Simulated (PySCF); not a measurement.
Isomers of C5H14P2S, mass 168.029 u with the commonest isotopes. Method used: PBE0-D3(BJ)/def2-SVP geometry optimisation, gas phase (PySCF). One conformer each, none proved a minimum here; rigid rotors.

Question: Order these by rotational constant B, largest first.
A. `[CH3:1][CH2:2][P@@:3]([PH2:4])(=[S:5])[CH:6]([CH3:7])[CH3:8]` with C1–C2–P3–P4 57°, C2–P3–P4–H 161° and 69°, C2–P3–C6–C7 -62°
B. `[CH3:1][C:2]([CH3:3])([CH3:4])[P@:5]([CH3:6])([PH2:7])=[S:8]` with C2–P5–P7–H 176° and -91°
C. `[CH3:1][CH2:2][CH2:3][P@@:4]([PH2:5])(=[S:6])[CH2:7][CH3:8]` with C1–C2–C3–P4 -173°, C2–C3–P4–P5 -74°, C3–P4–P5–H 178° and 85°, C3–P4–C7–C8 53°

Answer: B (1100 MHz), A (1005 MHz), C (815.4 MHz).

Question: Order these by radius of gyration √(Σ m r²/M), smallest first.
A. `[CH3:1][CH2:2][CH2:3][P@@:4]([PH2:5])(=[S:6])[CH2:7][CH3:8]` with C1–C2–C3–P4 -173°, C2–C3–P4–P5 -74°, C3–P4–P5–H 178° and 85°, C3–P4–C7–C8 53°
B. `[CH3:1][CH2:2][P@@:3]([PH2:4])(=[S:5])[CH:6]([CH3:7])[CH3:8]` with C1–C2–P3–P4 57°, C2–P3–P4–H 161° and 69°, C2–P3–C6–C7 -62°
C. `[CH3:1][C:2]([CH3:3])([CH3:4])[P@:5]([CH3:6])([PH2:7])=[S:8]` with C2–P5–P7–H 176° and -91°

Answer: C (2.070 Å), B (2.119 Å), A (2.281 Å).

Question: Order these by rotational constant C, smallest first.
A. `[CH3:1][C:2]([CH3:3])([CH3:4])[P@:5]([CH3:6])([PH2:7])=[S:8]` with C2–P5–P7–H 176° and -91°
B. `[CH3:1][CH2:2][CH2:3][P@@:4]([PH2:5])(=[S:6])[CH2:7][CH3:8]` with C1–C2–C3–P4 -173°, C2–C3–P4–P5 -74°, C3–P4–P5–H 178° and 85°, C3–P4–C7–C8 53°
C. `[CH3:1][CH2:2][P@@:3]([PH2:4])(=[S:5])[CH:6]([CH3:7])[CH3:8]` with C1–C2–P3–P4 57°, C2–P3–P4–H 161° and 69°, C2–P3–C6–C7 -62°

Answer: B (727.6 MHz), A (875.3 MHz), C (911.6 MHz).

```json
{"SMILES": "CC(C)(C)[P@](C)(P)=S", "point group": "C1", "Ia (u·Å²)": "403.69", "Ib (u·Å²)": "459.23", "Ic (u·Å²)": "577.37", "κ": "0.20", "μa (D)": "1.88", "μb (D)": "2.62", "μc (D)": "1.58"}
{"SMILES": "CCC[P@@](P)(=S)CC", "point group": "C1", "Ia (u·Å²)": "434.22", "Ib (u·Å²)": "619.77", "Ic (u·Å²)": "694.59", "κ": "-0.60", "μa (D)": "0.09", "μb (D)": "3.63", "μc (D)": "0.51"}
{"SMILES": "CC[P@@](P)(=S)C(C)C", "point group": "C1", "Ia (u·Å²)": "452.21", "Ib (u·Å²)": "502.66", "Ic (u·Å²)": "554.36", "κ": "-0.09", "μa (D)": "1.60", "μb (D)": "2.95", "μc (D)": "1.55"}
```
